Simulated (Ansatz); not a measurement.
A nudged elastic band was laid between two geometries of CH$_{3}$F$_{2}$Si (7 atoms, charge -1, multiplicity 1).

Computed with RKS PBE-D4/STO-3G in Ansatz.

```
movable images  : 7
climbing image  : yes
spring          : 5.0 eV/Å²
optimiser       : quadratic models (default)
start path      : through a guess of the saddle point
force threshold : 0.05 eV/Å
iteration limit : 60
end points      : relaxed
```

Initial state:

```xyz
7
Properties=species:S:1:pos:R:3
F 1.369 -1.341 1.164
C 0.420 -1.309 0.071
F -0.679 -2.025 0.684
Si -0.200 0.717 -0.169
H -1.113 0.633 -1.326
H -0.764 1.998 0.414
H 0.966 1.327 -0.838
```

Final state:

```xyz
7
Properties=species:S:1:pos:R:3
F 0.900 -2.052 -0.078
C -0.243 -1.298 0.391
F 0.021 -1.318 1.814
Si 0.013 0.714 -0.271
H -0.327 0.619 -1.704
H -1.219 1.364 0.215
H 0.855 1.971 -0.367
```

(1) What changes between the two ends?

(2) What energy profile does the band end with?

(3) What is the geometry of the highest image?

(4) What are the harmonic wavenumbers there?

Results:

(1) No bond is made or broken. The dihedral F3–C2–Si4–H5 goes from -76 to -178°. The two ends are copies of one structure, up to a mirror image or an exchange of like atoms.

(2) It converged. The highest image is number 4 of 0 to 8, 0.094 eV above the ends, which have the same energy within 2 meV. A vibrational analysis at the climbing image gives one clearly imaginary mode, 144i cm⁻¹: a first-order saddle point. Limits of this set-up: minimal basis, an anion without diffuse functions, the dipole of an ion depends on the origin.

```csv
image,path coordinate (Å),energy (eV),dihedral F3–C2–Si4–H5 (°)
0,0.00,0.000,-76
1,0.39,0.015,-93
2,0.78,0.049,-110
3,1.17,0.081,-123
4,1.56,0.094,-133
5,1.92,0.083,-143
6,2.29,0.050,-152
7,2.66,0.014,-163
8,3.02,0.000,-178
```

(3) 
```xyz
7
Properties=species:S:1:pos:R:3:forces:R:3
F 1.441 -1.632 0.479 -0.02 0.02 -0.01
C 0.040 -1.511 0.120 0.03 -0.03 0.01
F -0.550 -1.677 1.434 -0.01 0.02 -0.01
Si -0.158 0.708 -0.275 0.03 -0.03 0.02
H -0.691 0.808 -1.650 0.00 0.00 0.00
H -1.090 1.690 0.353 -0.02 0.01 0.01
H 1.009 1.615 -0.461 0.00 0.00 -0.01
```

(4) 144i, 105, 226, 305, 334, 528, 613, 1025, 1093, 1167, 1191, 1225, 2337, 2394, 2467 cm⁻¹.

Run time: 33 s on 1 thread of Intel(R) Xeon(R) 6975P-C (Granite Rapids), with other jobs on the host, peak memory 0.1 GiB.
